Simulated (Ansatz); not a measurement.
`C[SiH2][SnH3]` + `[Cl][Al]([Cl])[SeH]` → `C[Se][Al]([Cl])[Cl]` + `[SiH3][SnH3]`  (substitution at a C–Si bond)

Calculated with Ansatz (gas phase, PBE0-D4/def2-TZVP geometries, no zero-point term in ΔE). CCSD(T)/CBS adds triple-zeta CCSD(T) − MP2 to the extrapolated MP2 energy (def2 sets, frozen cores). Elements past krypton have def2 core potentials. For Se, Sn outer-core shells are correlated without core-valence functions, which leaves a few kJ/mol of doubt a bond. Scalar relativity is left out up to krypton. Each species was taken in one conformer, which may not be the lowest.

| species | CCSD(T)/CBS(def2) energy (Eh) |
| --- | --- |
| `C[SiH2][SnH3]` | -545.95955 |
| `[Cl][Al]([Cl])[SeH]` | -3563.06769 |
| `C[Se][Al]([Cl])[Cl]` | -3602.32521 |
| `[SiH3][SnH3]` | -506.68362 |

Problem. Work out ΔE.

Solution. ΔE = (-3602.32521) + (-506.68362) − (-545.95955) − (-3563.06769) = 0.01841 Eh = +0.50 eV.

Largest T1 diagnostic among the species: 0.013.

From BLYP to BHLYP (50 % exact exchange), in def2-TZVPP and without D4, ΔE moves by +0.04 eV. Leaving LDA and LC-ωPBE aside and taking each functional with its dispersion term where it has one, the values, not all of them listed here, spread over 0.09 eV, from BLYP-D4 to r2SCAN0-D4. LDA lies +0.05 eV from PBE without D4.
